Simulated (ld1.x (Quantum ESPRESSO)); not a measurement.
**What the settings do to the ultrasoft potential of iridium**

Base potential:

- Element: Ir (Z = 77)
- Generator: ld1.x (Quantum ESPRESSO) 7.5
- Type: ultrasoft
- Functional: LDA (PZ)
- Relativity: scalar-relativistic
- Frozen core: [Kr] 4d10 4f14 5s2
- Valence charge: 15
- Reference configuration: 5p6 5d7 6s2 6p0
- Partial waves: 6s (bound): rcut 1.90, rcutus 2.60 bohr; 6s channel at 2.55 Ry: rcut 1.90, rcutus 2.60 bohr; 5p (bound): rcut 1.50, rcutus 1.70 bohr; 6p (bound, empty): rcut 1.50, rcutus 1.70 bohr; 5d (bound): rcut 1.25, rcutus 1.65 bohr; 5d channel at 1.55 Ry: rcut 1.25, rcutus 1.65 bohr
- Local potential: all-electron potential smoothed inside 2.25 bohr (lloc = -1)
- Core correction: a·sin(br)/r model core inside 1.30 bohr
- Augmentation charge: built from norm-conserving waves at rcut, not smoothed further

Cutoffs, loose and tight: the cutoffs (Ry, on a coarse ladder) from which the occupation-weighted sum of valence levels, in a spherical-Bessel basis at the reference potential, stays within 10 and 1 mRy of its value at 400 Ry. They do not see the model core or the augmentation charge, which bear on the density cutoff. Test errors are all-electron minus pseudo excitation energies from the reference, over the configurations 5p6 5d7 6s1 6p0; 5p6 5d7 6s0 6p0; 5p6 5d6 6s0 6p0; 5p6 5d5 6s0 6p0; 5p6 5d6 6s2 6p0; 5p6 5d7 6s1.5 6p0; 5p6 5d7.5 6s1.5 6p0 (two spin-polarised tests are not counted in the largest error). A dash means not determined; rows that change the core or the reference have their own tests. The largest error is taken over the tests solved by every variant that gives reliable tests at all: 5p6 5d6 6s0 6p0; 5p6 5d7 6s0 6p0; 5p6 5d7 6s1 6p0.

Cutoffs are not given where the Bessel-basis levels miss the radial ones by over 6 mRy, ghosts where they miss by over 20 mRy; a channel whose overlap is not positive is not tested.

```csv
change,outcome,"cutoff, loose","cutoff, tight",bound ghosts,largest test error (meV)
base,generated,–,–,not determined,-25
"waves 5p (bound): rcut 1.28, rcutus 1.36 bohr; 6p (bound): rcut 1.28, rcutus 1.36 bohr",generated,–,–,not determined,-25
"waves 5p (bound): rcut 1.50, rcutus 2.02 bohr; 6p (bound): rcut 1.50, rcutus 2.02 bohr",generated,–,–,not determined,-25
"waves 5p (bound): rcut 1.50, rcutus 2.16 bohr; 6p (bound): rcut 1.50, rcutus 2.16 bohr",generated,–,–,not determined,-25
"waves 5p (bound): rcut 1.50, rcutus 2.50 bohr; 6p (bound): rcut 1.50, rcutus 2.50 bohr",generated,–,–,not determined,-26
```

Problem. What comes out with this change to the base: waves 5p (bound): rcut 1.06, rcutus 1.12 bohr; 6p (bound): rcut 1.06, rcutus 1.12 bohr?

Solution. outcome: generated; cutoff, loose: 60 Ry; cutoff, tight: 140 Ry; bound ghosts: none; largest test error (meV): -24.
